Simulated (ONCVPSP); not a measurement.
**chromium (Cr): ONCV pseudisation with PBE, scalar-relativistic reference atom.**

ONCVPSP 4.0.1 was run on this input:

```
# ATOM AND REFERENCE CONFIGURATION
# atsym  z   nc   nv     iexc    psfile
  Cr 24.00    3    4        4      upf
#
#   n    l    f
    1    0    2.00
    2    0    2.00
    2    1    6.00
    3    0    2.00
    3    1    6.00
    3    2    5.00
    4    0    1.00
#
# PSEUDOPOTENTIAL AND OPTIMIZATION
# lmax
    2
#
#   l,   rc,      ep,       ncon, nbas, qcut
    0    1.80    0.00    3    7    8.50
    1    1.50    0.00    4    7    9.00
    2    2.10    0.00    5   10    8.20
#
# LOCAL POTENTIAL
# lloc, lpopt,  rc(5),   dvloc0
    4    5    1.30    0.00
#
# VANDERBILT-KLEINMAN-BYLANDER PROJECTORs
# l, nproj, debl
    0    3    3.70
    1    2    4.00
    2    1    0.90
#
# MODEL CORE CHARGE
# icmod, fcfact, rcfact
    1    0.60    0.00
#
# LOG DERIVATIVE ANALYSIS
# epsh1, epsh2, depsh
   -4.00    5.00    0.02
#
# OUTPUT GRID
# rlmax, drl
    6.00    0.01
#
# TEST CONFIGURATIONS
# ncnf
    4
# nvcnf
#   n    l    f
    4
    3    0    2.00
    3    1    6.00
    3    2    5.00
    4    0    0.00
#
    4
    3    0    2.00
    3    1    6.00
    3    2    4.00
    4    0    0.00
#
    4
    3    0    2.00
    3    1    6.00
    3    2    3.00
    4    0    0.00
#
    4
    3    0    2.00
    3    1    5.00
    3    2    5.00
    4    0    1.00
#
```

Command:

```bash
oncvpsp.x < Cr.dat > Cr.out
```

Output (shortened: citation, most of the input echo, consistency checks and plot data are left out):

```
ONCVPSP  (Optimized Norm-Conservinng Vanderbilt PSeudopotential)
scalar-relativistic version 4.0.1

#   n    l    f        energy (Ha)
    1    0    2.00    -2.1612152E+02
    2    0    2.00    -2.4517176E+01
    2    1    6.00    -2.0605301E+01
    3    0    2.00    -2.7191384E+00
    3    1    6.00    -1.6700090E+00
    3    2    5.00    -1.0706025E-01
    4    0    1.00    -1.4726729E-01

Reference configufation results
  iterations    45
  all-electron total energy (Ha)   -1.05052795D+03

Begin loop to  construct optimized pseudo wave functions
and semi-local pseudopoentials for all angular momenta

   Wellstate for l =  0  n =  6
     eigenvalue =   3.5527
     asymptotic potential =   4.0527
     half-point radius =  3.3218

Calculating optimized projector #   1

 for l=   0

    Fraction of norm inside rc  0.983825
    Optimizing pswf for qcut=   8.50 a_B^-1,  ecut=  36.09 Ha
    Residual kinetic energy error=  7.75D-09 Ha

    Energy error per electron        Cutoff
         Ha          eV             Ha
         0.01000     0.27211        7.23
         0.00100     0.02721       15.78
         0.00010     0.00272       22.36
         0.00001     0.00027       26.89

Calculating optimized projector #   2

 for l=   0

    Fraction of norm inside rc  0.075169
    Optimizing pswf for qcut=   8.50 a_B^-1,  ecut=  36.09 Ha
    Residual kinetic energy error=  4.91D-09 Ha

    Energy error per electron        Cutoff
         Ha          eV             Ha
         0.01000     0.27211        5.11
         0.00100     0.02721        8.00
         0.00010     0.00272       20.00
         0.00001     0.00027       25.42

Calculating optimized projector #   3

 for l=   0

    Fraction of norm inside rc  0.123849
    Optimizing pswf for qcut=   8.50 a_B^-1,  ecut=  36.09 Ha
    Residual kinetic energy error=  1.92D-07 Ha

    Energy error per electron        Cutoff
         Ha          eV             Ha
         0.01000     0.27211        9.44
         0.00100     0.02721       21.87
         0.00010     0.00272       27.34
         0.00001     0.00027       31.07

   Wellstate for l =  1  n =  5
     eigenvalue =   2.3300
     asymptotic potential =   2.8300
     half-point radius =  2.9510

Calculating optimized projector #   1

 for l=   1

    Fraction of norm inside rc  0.902748
    Optimizing pswf for qcut=   9.00 a_B^-1,  ecut=  40.51 Ha
    Residual kinetic energy error=  5.22D-07 Ha

    Energy error per electron        Cutoff
         Ha          eV             Ha
         0.01000     0.27211       20.44
         0.00100     0.02721       26.47
         0.00010     0.00272       31.64
         0.00001     0.00027       35.76

Calculating optimized projector #   2

 for l=   1

    Fraction of norm inside rc  0.110084
    Optimizing pswf for qcut=   9.00 a_B^-1,  ecut=  40.51 Ha
    Residual kinetic energy error=  2.58D-07 Ha

    Energy error per electron        Cutoff
         Ha          eV             Ha
         0.01000     0.27211       18.71
         0.00100     0.02721       24.95
         0.00010     0.00272       30.23
         0.00001     0.00027       34.67

Calculating optimized projector #   1

 for l=   2

    Fraction of norm inside rc  0.794958
    Optimizing pswf for qcut=   8.19 a_B^-1,  ecut=  33.57 Ha
    Residual kinetic energy error=  7.14D-06 Ha

    Energy error per electron        Cutoff
         Ha          eV             Ha
         0.01000     0.27211       21.21
         0.00100     0.02721       25.44
         0.00010     0.00272       28.97
         0.00001     0.00027       33.37

Construct Vanderbilt / Kleinmman-Bylander projectors

B matrix Hermiticity error, ll=   0
   1   2    1.7951E-04
   1   3    5.8448E-04
   2   3   -1.2809E-04

  Orthonormal projector coefficients  8.0842E+00  1.8375E+00  2.6945E-01

B matrix Hermiticity error, ll=   1
   1   2   -4.0372E-04

  Orthonormal projector coefficients  8.2136E-01 -7.9380E-01

Model core correction analysis
  based on d2Exc/dn_idn_j

d2excae - all-electron derivatives

   -4.180177D-02   -3.825568D-02   -2.358739D-02   -1.661532D-03
   -3.826176D-02   -3.621469D-02   -2.335787D-02   -1.787480D-03
   -2.367775D-02   -2.350528D-02   -1.899217D-02   -2.410114D-03
   -1.846858D-03   -2.138772D-03   -3.157799D-03   -1.412962D-03

d2excps - pseudofunction derivatives with no core correction

   -5.178772D-02   -4.038464D-02   -2.165428D-02   -2.446039D-03
   -4.039149D-02   -3.832371D-02   -2.358365D-02   -1.949558D-03
   -2.174413D-02   -2.373092D-02   -2.067258D-02   -2.132667D-03
   -2.632150D-03   -2.300848D-03   -2.880444D-03   -1.416540D-03

rms 2nd derivative error    2.795929E-03

Polynomial model core charge

d2excps - pseudofunction derivatives with core correction

   -3.852294D-02   -3.651443D-02   -2.136632D-02   -1.626063D-03
   -3.652016D-02   -3.654496D-02   -2.357885D-02   -1.708033D-03
   -2.145622D-02   -2.372607D-02   -2.087728D-02   -2.103288D-03
   -1.811344D-03   -2.059298D-03   -2.851067D-03   -1.366423D-03

rms 2nd derivative error    1.384063E-03

Pseudoatom total energy  -85.514133

Diagnostic tests using Vanderbilt-Kleinman-Bylander pseudopotentials
  1 or more projectors used as specified by nproj input data

   l    rcore       rmatch      e in        delta e   norm test  slope test

   0   1.8093397   1.8642752  -2.7191384   0.0000027   1.0001493   1.0001290
   0   1.8093397   1.8642752  -0.1472673   0.0000017   1.0000222   1.0000110
   0   1.8093397   1.8642752   3.5527327   0.0000121   1.0002939   1.0002939

   1   1.5030821   1.5487190  -1.6700090   0.0000047   1.0001076   1.0001170
   1   1.5030821   1.5487190   2.3299910   0.0000680   1.0001758   1.0001758

   2   2.1012108   2.1650081  -0.1070602  -0.0000003   1.0000004   1.0000038

 Testing for bound ghosts
   n   l    E NL Schr. Eq   E Basis Diag.   E Cutoff

   1   0       -2.719136       -2.719135     80.98
   2   0       -0.147266       -0.101022     80.98

   2   1       -1.670004       -1.669984     98.94

   3   2       -0.107061       -0.105405    100.41

 Testing for highly-localized positive-energy ghosts
       l    <radius>/rc     E Basis Diag.   E Cutoff

Test configuration 0

   n   l     f        eae           eps        diff
   1   0  2.0000 -216.12151506
   2   0  2.0000  -24.51717551
   2   1  6.0000  -20.60530078
   3   0  2.0000   -2.71913842   -2.71913572    2.70D-06
   3   1  6.0000   -1.67000899   -1.67000433    4.66D-06
   3   2  5.0000   -0.10706025   -0.10706053   -2.82D-07
   4   0  1.0000   -0.14726729   -0.14726563    1.66D-06

    Total energies and differences
      AE_ref= -1.05052795D+03  AE_tst= -1.05052795D+03  dif=  0.00D+00
      PS_ref= -8.55141326D+01  PS_tst= -8.55141326D+01  dif=  1.06D-11
      PSP excitation error= -1.06D-11

Test configuration 1

   n   l     f        eae           eps        diff
   1   0  2.0000 -216.38041077
   2   0  2.0000  -24.76630002
   2   1  6.0000  -20.85527375
   3   0  2.0000   -2.97610283   -2.97706883   -9.66D-04
   3   1  6.0000   -1.92842173   -1.92854349   -1.22D-04
   3   2  5.0000   -0.36288425   -0.36342051   -5.36D-04

    Total energies and differences
      AE_ref= -1.05052795D+03  AE_tst= -1.05027432D+03  dif=  2.54D-01
      PS_ref= -8.55141326D+01  PS_tst= -8.52607147D+01  dif=  2.53D-01
      PSP excitation error=  2.13D-04

Test configuration 2

   n   l     f        eae           eps        diff
   1   0  2.0000 -216.90515256
   2   0  2.0000  -25.30647823
   2   1  6.0000  -21.39391800
   3   0  2.0000   -3.49658088   -3.49926121   -2.68D-03
   3   1  6.0000   -2.44236908   -2.44461899   -2.25D-03
   3   2  4.0000   -0.83993251   -0.83951888    4.14D-04

    Total energies and differences
      AE_ref= -1.05052795D+03  AE_tst= -1.04968441D+03  dif=  8.44D-01
      PS_ref= -8.55141326D+01  PS_tst= -8.46701534D+01  dif=  8.44D-01
      PSP excitation error= -4.33D-04

Test configuration 3

psatom: WARNING lschvkbb convergence error n,l,iter=   3   2   3
ea(ii),et,emin,emax -1.070605E-01 -1.177666E-01 -1.177666E-01 -1.177666E-01
run_config: WARNING for fully non-local PS atom, stg. 1
 WARNING no output for configuration 4

Test configuration 4

   n   l     f        eae           eps        diff
   1   0  2.0000 -216.74295110
   2   0  2.0000  -25.05405840
   2   1  6.0000  -21.15132481
   3   0  2.0000   -3.20272165   -3.23270536   -3.00D-02
   3   1  5.0000   -2.14699861   -2.16679699   -1.98D-02
   3   2  5.0000   -0.54165020   -0.54425961   -2.61D-03
   4   0  1.0000   -0.42478682   -0.42571701   -9.30D-04

    Total energies and differences
      AE_ref= -1.05052795D+03  AE_tst= -1.04863486D+03  dif=  1.89D+00
      PS_ref= -8.55141326D+01  PS_tst= -8.36113255D+01  dif=  1.90D+00
      PSP excitation error= -9.72D-03
```

The run took about 3.7 s on one core of a shared server CPU.
